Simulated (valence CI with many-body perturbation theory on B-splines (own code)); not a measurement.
## Fe¹³⁺: key properties

Computed by configuration interaction combined with many-body perturbation theory (CI+MBPT): three valence electrons over a frozen Dirac-Fock core [Ne], radial functions for each j: 9 s, 9 p, 8 d, 6 f, 3 g, 1 h, with the one-electron correlation potential Σ1, the two-electron term Σ2, the three-electron term Σ3, Breit, model QED; selected CI, second order for the rest, scaled by the run's own slope (own B-spline code, finite nucleus).

No measured spectrum was set against this ion. As an estimate, levels of excited configurations hold to 0.05 to 0.15 % of their energy, terms of the ground configuration to about 0.5 %.

Rates and lifetimes use the calculated energies. Strong lines usually hold to 10 to 20 %, long lifetimes can be off by a factor of two.

(1) What is the ground level?

(2) Among levels below 774950 cm⁻¹, which E1 lines absorb most strongly from the ground level?

(3) Where does the other parity begin?

(4) What are the static dipole polarisabilities of the lowest levels?

(5) How is the term 2P° of the ground level split?

(6) What is the ionisation energy?

(7) Name the longest-lived excited levels whose lifetime is computed, and their main decay.

Results:

(1) 3s2 3p 2P°_1/2, composition 97 % 3s2 3p 2P°, g = 0.665.

(2) to 3s2 3d 2D_3/2 at 21.13 nm, f = 0.473; to 3s 3p2 2S_1/2 at 27.40 nm, f = 0.201; to 3s 3p2 2P_3/2 at 25.20 nm, f = 0.143.

(3) At 3s 3p2 4P_1/2, 224970 cm⁻¹.

(4) 3s2 3p 2P°_1/2 0.325; 3s2 3p 2P°_3/2 0.328 (tensor 0.032) bohr³, of which the core gives 0.00562.

(5) J = 1/2 at 0, J = 3/2 at 18862 cm⁻¹.

(6) 392.17 eV; NIST lists 392.2 ± 0.7 eV (semi-empirical).

(7) 3s2 3p 2P°_3/2 at 18862 cm⁻¹ lives 16.5 ms, mostly by M1 to 3s2 3p 2P°_1/2. The lifetime of 3s 3p 3d 4F°_9/2 is too uncertain to give, and may be longer.
